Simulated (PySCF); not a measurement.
# Stationary points of TeH₅⁺

Method: PySCF, PBE0, basis Te def2-TZVP with ECP28, H def2-TZVP (scalar-relativistic core potentials, no spin–orbit coupling, density fitting).

Relaxations began from a few typed shapes. The search is not exhaustive: other isomers or separated fragments can lie lower, and high-lying points may rest on an excited occupation.

Question: Order these stationary points by electronic energy, lowest first, in kJ/mol from the lowest minimum.
A. singlet C4v: Te–H 1.648 Å, Te–H 1.715 Å (×4); H–Te–H 88.2° (×4), H–Te–H 100.3° (×4), H–Te–H 159.4° (×2)
B. singlet D3h: Te–H 1.685 Å (×3), Te–H 1.720 Å (×2); H–Te–H 90.0° (×6), H–Te–H 120.0° (×3), H–Te–H 180.0°

Answer: B (0.0), A (8.2).

Question: Which of them are minima?

Answer: By energy in kJ/mol, 0.0: minimum; 8.2: saddle point, 1 imaginary mode.

Counting electrons, tellurium keeps none of its valence electrons outside its bonds, so the VSEPR class is AX5 and the expected shape is trigonal bipyramidal (D3h), as computed.
